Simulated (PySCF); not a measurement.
Computed shifts of a molecule CH₆ClFSi₂, PBE/pcSseg-1 in PySCF, GIAO, gas phase, atoms alike by connectivity averaged where their shifts nearly agree, in ppm (number of nuclei): ¹⁹F: -176.9 (1). ²⁹Si: 20.8 (1), -77.0 (1). ¹³C: 0.0 (1). ¹H: 6.22 (1), 4.44 (3), 0.62 (1), 0.37 (1). References: ¹⁹F against CFCl3 (σ = 133.6 ppm); ²⁹Si against TMS (σ = 335.4 ppm); ³⁵Cl against HCl (σ = 936.5 ppm); ¹³C against TMS (σ = 182.0 ppm); ¹H against TMS (σ = 31.49 ppm), references at their B3LYP-D3(BJ)/def2-TZVP geometries, non-relativistic (without spin–orbit terms, shifts of atoms bonded to Cl or Br come out too high). Geometry optimised at PBE0-D3(BJ)/def2-SVP. The values are those of a single conformer.

**Question.** Which structure fits?
(A) C[Si@H](F)[SiH2]Cl
(B) F[Si@H](Cl)C[SiH3]
(C) C[Si@@](F)([SiH3])Cl
(D) F[SiH2]C[SiH2]Cl

**Answer.** B, F[Si@H](Cl)C[SiH3]
